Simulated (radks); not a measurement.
Results of a calculation; reference values are marked as such.
Q: Species: Ir+. Configuration: [Xe] 4f14 5d7 6s1. Level of theory: scalar-relativistic Kohn-Sham, PBE, spin-polarised, spherical densities, finite nucleus; open shells are filled with parallel spins first (spin-orbit coupling, left out, can overturn this in heavy ions); Fermi nuclear charge, rms radius 5.4032 fm (a radial shooting solver on a logarithmic mesh with Libxc functionals). Some entries of the table are withheld. Estimate them.

orbital,occ.,eigenvalue (hartree),<r^2> (bohr^2),<r> (bohr)
1s up,1,-2796.937,0.0004196,0.01744
1s down,1,-2796.937,0.0004196,0.01744
2s up,1,-489.5612,0.006419,0.07362
2s down,1,-489.5543,0.006419,0.07362
2p up,3,-425.4694,0.005363,0.06624
2p down,3,-425.4637,0.005363,0.06624
3s up,1,-114.7354,0.04149,0.1905
3s down,1,-114.7327,0.04149,0.1905
3p up,3,-95.98468,0.04244,0.1913
3p down,3,-95.98169,0.04243,0.1913
3d up,5,-75.31192,0.03516,0.1733
3d down,5,-75.30689,0.03516,0.1733
4s up,1,-24.71311,0.2023,0.4234
4s down,1,-24.70616,0.2023,0.4234
4p up,3,-18.56081,0.2307,0.4505
4p down,3,-18.55425,0.2307,0.4505
4d up,5,-10.99561,0.2648,0.4785
4d down,5,-10.98793,0.2646,0.4783
5s up,1,-3.92279,1.079,0.9802
5s down,1,-3.87084,1.069,0.9760
4f up,7,-2.58957,0.3525,(1)
4f down,7,-2.57745,0.3495,(2)
5p up,3,-2.34229,1.463,1.137
5p down,3,-2.27542,1.446,1.130
5d up,5,-0.59677,(3),1.666
6s up,1,-0.52617,8.023,2.666
5d down,2,-0.51134,(4),1.675
6s down,0,-0.45384,8.599,2.754

A: 
(1) 4f up <r> (bohr): 0.5361
(2) 4f down <r> (bohr): 0.5343
(3) 5d up <r^2> (bohr^2): 3.282
(4) 5d down <r^2> (bohr^2): 3.345
